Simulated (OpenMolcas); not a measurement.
**O²⁺: effect of the active space**

```yaml
Program: OpenMolcas 26.06
Method: CASSCF or its RAS form
Basis: ANO-R1
Scalar_Hamiltonian: X2C, finite nucleus
Spin-orbit_coupling: state interaction with AMFI integrals over the reference wave functions, term energies averaged over their components
```

A. 2 electrons in 3 orbitals (2p); 2S+1 = 3 even, 3 roots; 2S+1 = 1 even, 6 roots; cost roughly 2.5 core-seconds
B. 4 electrons in 4 orbitals (2s 2p); 2S+1 = 3 even, 6 roots; 2S+1 = 1 even, 11 roots; 2S+1 = 5 odd, 1 root; 2S+1 = 3 odd, 9 roots; 2S+1 = 1 odd, 8 roots; cost about 10 core-seconds
C. 4 electrons in 8 orbitals (2s 2p 3s 3p); 2S+1 = 3 even, 3 roots; 2S+1 = 1 even, 6 roots kept (CI in the orbitals of an earlier block); 2S+1 = 5 odd, 1 root; 2S+1 = 3 odd, 8 roots kept (CI in the orbitals of an earlier block); cost roughly 11 core-seconds
D. 4 electrons in 9 orbitals (RAS2 2s 2p; RAS3 3d, at most 2 electrons); 2S+1 = 3 even, 6 roots; 2S+1 = 1 even, 11 roots kept (CI in the orbitals of an earlier block); 2S+1 = 5 odd, 1 root; 2S+1 = 3 odd, 9 roots kept (CI in the orbitals of an earlier block); 2S+1 = 1 odd, 8 roots kept (CI in the orbitals of an earlier block); cost roughly 23 core-seconds

Energies in cm⁻¹ above 2s² 2p² ³P₀, the measured ground level; measured values from Moore, Selected Tables of Atomic Spectra, NSRDS-NBS 3, section 11.

```csv
Level,A,B,C,D,Measured
2s² 2p² ³P₀,0.0,0.0,0.0,0.0,0.0
2s² 2p² ³P₁,111,103,107,103,113
2s² 2p² ³P₂,328,305,315,304,
2s² 2p² ¹D₂,22988,22772,22819,22137,20273
2s² 2p² ¹S₀,56733,41317,41047,47281,43186
```

Deviations, from unrounded energies. A percentage is the sum of absolute deviations over the sum of measured energies, with the sign that they share, or ± where signs differ.

```tsv
Against measurement	Levels	A	B	C	D
mean absolute deviation (cm-1)	3	5400	1500	1600	2000
fine structure of the ground term (%)	1	-2.1	-8.7	-5.6	-9.2
other terms of the ground configuration (%)	2	+25.6	±6.9	±7.4	+9.4
```

B lies closest to measurement on these levels and A furthest from it. The largest miss of B in the table is 2s² 2p² ¹D₂, by +2500 cm-1. The ranking rests on the paired levels alone, and a cruder setting can come out closer through cancelling errors.

Among A to D the level of the table that moves most is 2s² 2p² ¹S₀, by 16000 cm-1 (lowest in C, highest in A).

With the s shell closed, the reference lacks s² → p² mixing (holds for A). Terms from blocks run as CI alone lack orbitals of their own (holds for C; D). Active for correlation alone: 3p 3s; no level in the range computed is led by a configuration that fills them, so any true level of that kind is missing (holds for C). Active for correlation alone: 3d; no level in the range computed is led by a configuration that fills it, so any true level of that kind is missing (holds for D). Measured partners are found by configuration, term and J. A level has none where our copy of the source lacks it or the pairing is in doubt (some pairs that miss far off the trend of their configuration count as doubtful), and it then counts in no deviation. Levels of configurations outside the active space are missing. Levels that lie high or do not pair safely by name in every column are left out.
